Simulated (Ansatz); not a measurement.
Compare A (`Cl[SiH]1CC1`) with its isomer B (`CC[Si]Cl`).

Program: Ansatz. Geometries: PBE0-D4/def2-TZVP. ΔE: electronic, gas phase. CCSD(T)/CBS adds triple-zeta CCSD(T) − MP2 to the extrapolated MP2 energy (def2 sets, frozen cores). DFT in def2-TZVPP. B3LYP here is the variant with VWN-RPA as its local correlation; programs differ in this. One conformer a species, not always the lowest.

A:

```xyz
9

Cl   -1.6548   -2.0807    0.5734
Si   -0.3675   -0.8707   -0.4532
C     0.8673    0.1163    0.4660
C    -0.3449    0.9238   -0.1026
H    -0.0992   -1.4133   -1.7966
H     0.9112    0.0387    1.5477
H     1.8359    0.3259    0.0228
H    -1.0254    1.3298    0.6389
H    -0.1225    1.6301   -0.8964
```

B:

```xyz
9

C    -0.2196   -0.7916   -0.4774
C     0.4146    0.0182    0.6400
Si    0.2750    1.9019    0.7608
Cl   -0.8748    2.3441   -0.9291
H    -0.0202   -1.8602   -0.3627
H     0.1594   -0.4830   -1.4535
H    -1.3021   -0.6535   -0.5005
H     0.0646   -0.3213    1.6298
H     1.5030   -0.1545    0.6926
```

**Question.** Which is lower in electronic energy at CCSD(T)/CBS, and by how much? (An estimate is asked.)

**Answer.** Computed: A, by 9.6 kJ/mol.

**Question.** Give E(B) − E(A) in kJ/mol with BLYP-D4, r2SCAN-D4, CCSD(T)/def2-TZVPP, PBE0-D4, B3LYP-D4, B3LYP, PBE-D4. (Estimate.)

**Answer.** The calculation gave: BLYP-D4 -7.6, r2SCAN-D4 26.4, CCSD(T)/def2-TZVPP 7.6, PBE0-D4 16.5, B3LYP-D4 0.1, B3LYP 2.5, PBE-D4 10.1. The order is the other way round with BLYP-D4.

**Question.** Does the order hold for the free energy at 298.15 K (harmonic terms from PBE0-D4)? (An estimate is asked.)

**Answer.** The calculation gave: Yes: G(B) − G(A) = +9.1 kJ/mol, for one conformer each. Modes under 60 cm⁻¹, often nearly free rotors, make the harmonic entropy too high.

Largest T1 diagnostic: 0.012.

From PBE to PBE0 (25 % exact exchange), in def2-TZVPP and without D4, E(B) − E(A) moves by +6.3 kJ/mol. At CCSD(T), def2-SVP lies −18.0 kJ/mol from the extrapolated value and def2-TZVPP −2.0 kJ/mol.
